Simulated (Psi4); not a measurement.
HS (SMILES [SH-]), charge -1, singlet, at a GFN2-xTB geometry (a gas-phase anion, which may not be bound at this level); Psi4 with R2SCAN/STO-3G.

Psi4 was given this input:
```
memory 2 GB

molecule {
-1 1
S    -0.00000000   -0.00000000   -0.07863597
H     0.00000000    0.00000000    1.25817552
}

set {
  basis sto-3g
  e_convergence 1e-4
}

energy('r2scan')
print_variables()
```

The log (banner, timings and long lists left out):

```
   => Loading Basis Set <=

    Name: STO-3G
    Role: ORBITAL
    Keyword: BASIS

         ---------------------------------------------------------
                                   SCF
               by Justin Turney, Rob Parrish, Andy Simmonett
                          and Daniel G. A. Smith
                              RKS Reference
         ---------------------------------------------------------

  ==> Geometry <==

    Molecular point group: c2v
    Full point group: C_inf_v

    Geometry (in Angstrom), charge = -1, multiplicity = 1:

       Center              X                  Y                   Z               Mass
    ------------   -----------------  -----------------  -----------------  -----------------
         S            0.000000000000     0.000000000000    -0.040851313617    31.972071174400
         H            0.000000000000     0.000000000000     1.295960176383     1.007825032230

  Running in c2v symmetry.

  Rotational constants: A = ************  B =      9.65494  C =      9.65494 [cm^-1]
  Rotational constants: A = ************  B = 289447.78618  C = 289447.78618 [MHz]
  Nuclear repulsion =    6.333604576304174

  Charge       = -1
  Multiplicity = 1
  Electrons    = 18
  Nalpha       = 9
  Nbeta        = 9

  ==> Algorithm <==

  SCF Algorithm Type is DF.
  DIIS enabled.
  MOM disabled.
  Fractional occupation disabled.
  Guess Type is SAD.
  Energy threshold   = 1.00e-04
  Density threshold  = 1.00e-06
  Integral threshold = 1.00e-12

  ==> Primary Basis <==

  Basis Set: STO-3G
    Blend: STO-3G
    Number of shells: 6
    Number of basis functions: 10
    Number of Cartesian functions: 10
    Spherical Harmonics?: true
    Max angular momentum: 1

  ==> DFT Potential <==

   => LibXC <=

    Version 7.1.2
    S. Lehtola, C. Steigemann, M. J. T. Oliveira, and M. A. L. Marques,  SoftwareX 7, 1–5 (2018) (10.1016/j.softx.2017.11.002)

   => Composite Functional: R2SCAN <=

    r2SCAN Meta-GGA XC Functional  (0.1021/acs.jpclett.0c02405)
    J. W. Furness, A. D. Kaplan, J. Ning, J. P. Perdew, J. Sun  J. Phys. Chem. Lett.  11, 8208–8215, 2020

    Deriv               =              1
    GGA                 =           TRUE
    Meta                =           TRUE

    Exchange Hybrid     =          FALSE
    MP2 Hybrid          =          FALSE

   => Exchange Functionals <=

    1.0000   XC_MGGA_X_R2SCAN

   => Correlation Functionals <=

    1.0000   XC_MGGA_C_R2SCAN

   => LibXC Density Thresholds  <==

    XC_MGGA_C_R2SCAN:  1.00E-15
    XC_MGGA_X_R2SCAN:  1.00E-11

   => Molecular Quadrature <=

    Radial Scheme          =       TREUTLER
    Pruning Scheme         =           NONE
    Nuclear Scheme         =       TREUTLER

    Blocking Scheme        =         OCTREE
    BS radius alpha        =              1
    Pruning alpha          =              1
    Radial Points          =             75
    Spherical Points       =            302
    Total Points           =          41741
    Total Blocks           =            373
    Max Points             =            254
    Max Functions          =             10
    Weights Tolerance      =       1.00E-15

   => Loading Basis Set <=

    Name: (STO-3G AUX)
    Role: JKFIT
    Keyword: DF_BASIS_SCF

  ==> Integral Setup <==

  SCF_SUBTYPE=INCORE selected. In-core MEM_DF algorithm will be used.
  Using in-core AOs.

  ==> MemDFJK: Density-Fitted J/K Matrices <==

    J tasked:                   Yes
    K tasked:                    No
    wK tasked:                   No
    Algorithm:                 Core
    Schwarz Cutoff:           1E-12
    Mask sparsity (%):       0.0000
    Fitting Condition:        1E-10

   => Auxiliary Basis Set <=

  Basis Set: (STO-3G AUX)
    Blend: DEF2-UNIVERSAL-JKFIT
    Number of shells: 44
    Number of basis functions: 146
    Number of Cartesian functions: 175
    Spherical Harmonics?: true
    Max angular momentum: 4

  Minimum eigenvalue in the overlap matrix is 3.7351723366E-01.
  Reciprocal condition number of the overlap matrix is 2.2210819195E-01.
    Using symmetric orthogonalization.

  ==> Pre-Iterations <==

  SCF Guess: Superposition of Atomic Densities via on-the-fly atomic UHF (no occupation information).

   -------------------------
    Irrep   Nso     Nmo
   -------------------------
     A1         6       6
     A2         0       0
     B1         2       2
     B2         2       2
   -------------------------
    Total      10      10
   -------------------------

  ==> Iterations <==

                           Total Energy        Delta E     RMS |[F,P]|

   @DF-RKS iter SAD:  -393.96019906511424   -3.93960e+02   0.00000e+00
   @DF-RKS iter   1:  -394.10424013934141   -1.44041e-01   2.10775e-02 ADIIS/DIIS
   @DF-RKS iter   2:  -394.11402945631687   -9.78932e-03   1.40170e-02 ADIIS/DIIS
   @DF-RKS iter   3:  -394.12287387437317   -8.84442e-03   8.91715e-04 ADIIS/DIIS
   @DF-RKS iter   4:  -394.12291334293991   -3.94686e-05   1.42977e-05 DIIS
   @DF-RKS iter   5:  -394.12291335142078   -8.48087e-09   8.06140e-07 DIIS
  Energy and wave function converged.

  ==> Post-Iterations <==

   Electrons on quadrature grid:
      Ntotal   =   17.9999998843 ; deviation = -1.157e-07

    Orbital Energies [Eh]
    ---------------------

    Doubly Occupied:

[...]
    Virtual:

       6A1     0.696999

    Final Occupation by Irrep:
             A1    A2    B1    B2
    DOCC [     5,    0,    2,    2 ]
    NA   [     5,    0,    2,    2 ]
    NB   [     5,    0,    2,    2 ]

  @DF-RKS Final Energy:  -394.12291335142078

   => Energetics <=

    Nuclear Repulsion Energy =              6.3336045763041735
    One-Electron Energy =                -569.9110584992615713
    Two-Electron Energy =                 196.1888084467239253
    DFT Exchange-Correlation Energy =     -26.7342678751872853
    Empirical Dispersion Energy =           0.0000000000000000
    VV10 Nonlocal Energy =                  0.0000000000000000
    Total Energy =                       -394.1229133514207774

Computation Completed

Properties will be evaluated at   0.000000,   0.000000,   0.000000 [a0]

Properties computed using the SCF density matrix

 Multipole Moments:

 ------------------------------------------------------------------------------------
     Multipole            Electronic (a.u.)      Nuclear  (a.u.)        Total (a.u.)
 ------------------------------------------------------------------------------------

 L = 1.  Multiply by 2.5417464519 to convert [e a0] to [Debye]
 Dipole X            :          0.0000000            0.0000000            0.0000000
 Dipole Y            :          0.0000000            0.0000000            0.0000000
 Dipole Z            :         -1.2312971            1.2138451           -0.0174520
 Magnitude           :                                                    0.0174520

 ------------------------------------------------------------------------------------

  Variable Map:
  ----------------------------------------------------------------------------
[...]
  Array Variable Map:
  ----------------------------------------------------------------------------
[...]
[...]
```
